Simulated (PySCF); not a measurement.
Isomers of C6H7NO, mass 109.053 u with the commonest isotopes. Theory: PBE0-D3(BJ)/def2-SVP geometry optimisation, gas phase in PySCF. One conformer each, none proved a minimum here; rigid rotors.

Problem. Order these by rotational constant B, largest first.
A. `[NH2:1][c:2]1[cH:3][cH:4][c:5]([OH:6])[cH:7][cH:8]1` with C4–C5–O6–H 180°
B. `[CH3:1][O:2][c:3]1[cH:4][cH:5][cH:6][n:7][cH:8]1` with C1–O2–C3–C4 -179°
C. `[NH2:1][c:2]1[cH:3][cH:4][cH:5][c:6]([OH:7])[cH:8]1` with C5–C6–O7–H 0°

Solution. C (1833 MHz), B (1610 MHz), A (1479 MHz).

Problem. Order these by dipole moment, largest first.
A. `[CH3:1][O:2][c:3]1[cH:4][cH:5][cH:6][n:7][cH:8]1` with C1–O2–C3–C4 -179°
B. `[NH2:1][c:2]1[cH:3][cH:4][c:5]([OH:6])[cH:7][cH:8]1` with C4–C5–O6–H 180°
C. `[NH2:1][c:2]1[cH:3][cH:4][cH:5][c:6]([OH:7])[cH:8]1` with C5–C6–O7–H 0° (3-aminophenol)

Solution. B (2.09 D), A (1.85 D), C (1.11 D).

Problem. Order these by rotational constant A, smallest first.
A. `[CH3:1][O:2][c:3]1[cH:4][cH:5][cH:6][n:7][cH:8]1` with C1–O2–C3–C4 -179°
B. `[NH2:1][c:2]1[cH:3][cH:4][c:5]([OH:6])[cH:7][cH:8]1` with C4–C5–O6–H 180°
C. `[NH2:1][c:2]1[cH:3][cH:4][cH:5][c:6]([OH:7])[cH:8]1` with C5–C6–O7–H 0°

Solution. C (3748 MHz), A (5168 MHz), B (5605 MHz).

| SMILES | point group | Ia (u·Å²) | Ib (u·Å²) | Ic (u·Å²) | κ | μa (D) | μb (D) | μc (D) |
| --- | --- | --- | --- | --- | --- | --- | --- | --- |
| Nc1ccc(O)cc1 | – | 90.17 | 341.81 | 431.53 | -0.86 | 1.29 | 1.32 | 1.00 |
| COc1cccnc1 | Cs | 97.79 | 313.87 | 408.41 | -0.81 | 1.60 | 0.94 | 0.01 |
| Nc1cccc(O)c1 | near Cs | 134.82 | 275.70 | 410.19 | -0.52 | 0.65 | 0.24 | 0.87 |
